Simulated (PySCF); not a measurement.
## Working out the ionisation energy of Sb

Sb [Kr] 4d10 5s2 5p3 (4S) → Sb⁺ [Kr] 4d10 5s2 5p2 (3P). Calculation: PySCF 2.14, in x2c-TZVPall (8s6p4d2f, 60 functions); scalar relativity by spin-free X2C-1e. Frozen: [Kr] 4d10. Energies in hartree (1 hartree = 27.21139 eV):

```
             part    Sb (lower)   Sb⁺ (upper)
              UHF  -6477.952345  -6477.637139
MP2 opposite-spin     -0.042981     -0.036953
    MP2 same-spin     -0.015750     -0.007381
```

Task: What does Hartree-Fock give?

Result: (-6477.637139) − (-6477.952345) = 0.315206 hartree = 8.577 eV.

Task: What do MP2 and SCS-MP2 (6/5 opposite-spin, 1/3 same-spin) give?

Result: The opposite-spin parts differ by 0.164 eV and the same-spin parts by 0.228 eV. MP2: 8.577 + (0.164) + (0.228) = 8.969 eV. SCS-MP2: 8.577 + 1.2 × (0.164) + (0.228)/3 = 8.850 eV.

Measured between the centres of the two terms (NIST): 9.124 eV, so MP2 (valence) is off by -0.155 eV.

What remains against the reference includes basis incompleteness, the frozen core and correlation beyond second order.
